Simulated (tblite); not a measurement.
Run record: tight-binding relaxation, `COB(OC)C([SiH3])([SiH3])[SiH3]`.

Computed with GFN2-xTB geometry optimisation, gas phase (tblite 0.8.0). Start geometry: from a force field or distance geometry. The input is one job of a driver script: a line of settings, then coordinates in Å.

Command:
```bash
OMP_NUM_THREADS=1 python probes_run.py task.json out
```

Input:
```
{"job": {"kind": "relax", "xc": "GFN2-xTB", "basis": "xTB"}, "charge": 0, "multiplicity": 1}
C      2.089300     1.674500    -1.068100
O      1.435400     0.445200    -1.286100
B      0.782300     0.019600    -0.023000
O      1.590200    -0.559600     1.043900
C      1.844500    -1.918800     0.750100
C     -0.838400     0.069100     0.083000
Si    -1.435100    -0.455500     1.779100
Si    -1.565100    -1.075200    -1.188400
Si    -1.469000     1.796600    -0.230300
H      1.359400     2.482200    -0.792900
H      2.566200     1.980000    -2.017100
H      2.878400     1.592400    -0.295700
H      2.440000    -2.013800    -0.181500
H      2.450500    -2.357600     1.562300
H      0.903800    -2.503100     0.670900
H     -0.843300     0.413100     2.819900
H     -1.057100    -1.850600     2.052400
H     -2.902300    -0.351800     1.842800
H     -1.119800    -2.454000    -0.940400
H     -1.140700    -0.660000    -2.530600
H     -3.042300    -1.025000    -1.107700
H     -2.940000     1.819400    -0.100700
H     -0.882000     2.736900     0.758900
H     -1.116500     2.215500    -1.593000
```

Output:
```
step      E/eV     max force
  0    -779.42742    2.428
  1    -779.63910    1.585
  2    -779.74947    0.579
  3    -779.77132    0.461
  4    -779.81890    0.455
  5    -779.84141    0.454
  6    -779.87807    0.425
  7    -779.89771    0.369
  8    -779.91564    0.310
  9    -779.93133    0.295
... (117 lines left out)
127    -780.80187    0.013
128    -780.80191    0.013
129    -780.80197    0.012
130    -780.80204    0.014
131    -780.80212    0.014
132    -780.80217    0.013
133    -780.80223    0.016
134    -780.80229    0.017
135    -780.80234    0.012
136    -780.80237    0.009
```

«max force» is the largest atomic force in eV/Å.

Q: From which step on does the largest force stay under 0.1 eV/Å, and how much energy is left to gain from there?

A: From step 51 (0.075 eV/Å), 32.0 meV above the end.

Main results: energy lowered by 31.7 kcal/mol over 136 steps; largest atomic force 0.009 eV/Å at the end.

On Arm Neoverse V2, one thread, on a shared host, this took 1.5 s of wall time.
Labels such as C1 count atoms from 1, the log's own numbers from 0.
